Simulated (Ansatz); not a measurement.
Be2S2⁻, that is (BeS)2 ring with one electron more. Total charge -1; doublet. Geometry PBE0-D4/def2-TZVP, that of the neutral singlet; atoms count from 1.

```xyz
4

Be   -0.9552   -0.0244    0.1849
S    -0.2744   -0.6493   -1.5022
Be    0.9552    0.0244   -0.1849
S     0.2744    0.6493    1.5022
```

The highest occupied level of the charge -1 doublet lies above zero (up to 0.09 eV). By energy differences its removal costs 1.47 eV (vertical, to the charge 0 singlet, at PBE0-D4/def2-TZVPD); a positive level beside a positive removal energy at the same level points to self-interaction error.

Question: Estimate the Mulliken populations from the PBE0/def2-TZVPD orbitals of Ansatz.

Answer: 
| atom | charge (e) | spin (α − β) |
| --- | --- | --- |
| Be1 | -0.51 | 0.63 |
| S2 | 0.01 | -0.13 |
| Be3 | -0.51 | 0.63 |
| S4 | 0.01 | -0.13 |
Mulliken values and Mayer orders depend strongly on the basis. With diffuse functions, as here, like atoms can get unlike values, and bond orders can come out too low or too high.

Question: Where does the spin sit?

Answer: Summed by element: Be 1.26, S -0.26, of 1 unpaired in all. Largest on single atoms: Be1 0.63, Be3 0.63, S2 -0.13.

Question: And the Mayer bond orders between bonded heavy atoms (over 0.3)?

Answer: Be1–S2 1.07 (1.92 Å); Be1–Be3 0.88 (1.95 Å); Be1–S4 1.07 (1.92 Å); S2–Be3 1.07 (1.92 Å); Be3–S4 1.07 (1.92 Å).
